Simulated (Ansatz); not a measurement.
Harmonic frequencies (cm⁻¹) at PBE0-D4/def2-TZVP from Ansatz: 140, 344, 471, 479, 487, 684, 813, 866, 971, 1007, 1020, 1075, 1143, 1189, 1213, 1260, 1354, 1373, 1471, 1738, 3078, 3089, 3137, 3264.

Question: Which molecule is it?
A. `C=C(F)C=C(F)F`
B. `C=C(F)/C=C/F`
C. `FC1=CC(F)C1`
D. `C=C(F)C(=C)F`

Answer: C.
